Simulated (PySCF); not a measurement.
A calculated (r2SCAN0, PySCF 2.14, x2c-QZVPPall with one added diffuse shell each of s, p, d, f, g type, the spin-free X2C one-electron Hamiltonian (Gaussian nucleus)) atom or ion has these occupied shells.

```
shell  electrons  orbital energy (eV)  rms radius, mean of both spins (bohr)
   1s          2             -24248.6                                 0.0366
   2s          2              -3571.5                                  0.150
   2p          6              -3199.6                                  0.133
   3s          2              -657.00                                  0.404
   3p          6              -533.02                                  0.407
   3d         10              -335.99                                  0.390
   4s          2              -91.786                                   1.01
   4p          6              -55.898                                   1.12
   4d         10               -5.451                                   1.77
```

Name the element and its charge.

Pd (palladium, neutral), in [Kr] 4d10, closed-shell 1S.
